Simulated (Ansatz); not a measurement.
Program: Ansatz. Geometries: PBE0-D4/def2-TZVP. ΔE: electronic, gas phase. CCSD(T)/CBS adds triple-zeta CCSD(T) − MP2 to the extrapolated MP2 energy (def2 sets, frozen cores). This one scheme is used for every species. Functionals use def2-TZVPP. For Se outer-core shells are correlated without core-valence functions, which leaves a few kJ/mol of doubt a bond. Scalar relativity is left out up to krypton. One conformer a species, not always the lowest.

`OP[SiH2][SiH3]` + H₂Se → `OP[SiH2][SeH]` + SiH₄  (cleavage of the Si–Si bond)

| level | ΔE (eV) |
| --- | --- |
| ωB97M-V | -0.64 |
| SCS-MP2/def2-TZVPP | -0.69 |
| CCSD(T)/def2-TZVPP | -0.59 |
| CCSD/CBS(def2) | -0.63 |

(1) What does CCSD(T)/CBS give? (Estimate.)

Largest T1 diagnostic among the species: 0.014.

## Answers

(1) Computed: -0.63 eV. The listed levels differ from it by -0.01, -0.06, 0.04, 0.00 eV.

From PBE to PBE0 (25 % exact exchange), in def2-TZVPP and without D4, ΔE moves by −0.04 eV.
